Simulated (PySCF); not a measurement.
## Working out the excitation energy of Ba

Ba [Xe] 6s2 (1S) → Ba [Xe] 5d2 (3F). All numbers are calculated (PySCF 2.14, scalar relativity through the core potential, in def2-TZVPPD with the def2 core potential (46 electrons) (6s4p3d1f, 40 functions)). Frozen: nothing. Energies in hartree (1 hartree = 27.21139 eV):

```json
{"part": "UHF", "Ba (lower)": "-25.094895", "Ba (upper)": "-25.005444"}
{"part": "CCSD correlation", "Ba (lower)": "-0.173175", "Ba (upper)": "-0.153099"}
{"part": "(T)", "Ba (lower)": "-0.005368", "Ba (upper)": "-0.003665"}
```

Question: What does Hartree-Fock give?

Answer: (-25.005444) − (-25.094895) = 0.089451 hartree = 2.434 eV.

Question: What do CCSD and CCSD(T) give?

Answer: The CCSD correlation energies differ by 0.020076 hartree = 0.546 eV and the triples by 0.001703 hartree = 0.046 eV, so CCSD gives 2.980 eV and CCSD(T) 3.026 eV.
